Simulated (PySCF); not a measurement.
Radial density of Sc²⁺ (scandium, charge +2)

r2SCAN0, [Ar] 3d1, 2D determinant. All numbers are calculated (PySCF 2.14, no relativity, point nucleus, in def2-QZVPPD (11s6p5d3f2g, 93 functions)).

| r (bohr) | 4πr²ρ (e/bohr) | 4πr²(ρα − ρβ) |
| --- | --- | --- |
| 0.00128 | 0.1198 | 0.0000 |
| 0.00215 | 0.3267 | 0.0000 |
| 0.00361 | 0.8694 | 0.0000 |
| 0.00607 | 2.218 | -0.0001 |
| 0.0102 | 5.275 | -0.0001 |
| 0.0172 | 11.15 | -0.0003 |
| 0.0289 | 19.41 | -0.0005 |
| 0.0486 | 24.69 | -0.0005 |
| 0.0817 | 20.96 | -0.0003 |
| 0.137 | 19.03 | 0.0011 |
| 0.231 | 26.20 | 0.0209 |
| 0.389 | 15.83 | 0.1320 |
| 0.654 | 6.978 | 0.4125 |
| 1.10 | 8.363 | 0.6126 |
| 1.85 | 2.076 | 0.3715 |
| 3.11 | 0.1096 | 0.0719 |
| 5.24 | 0.001638 | 0.0016 |
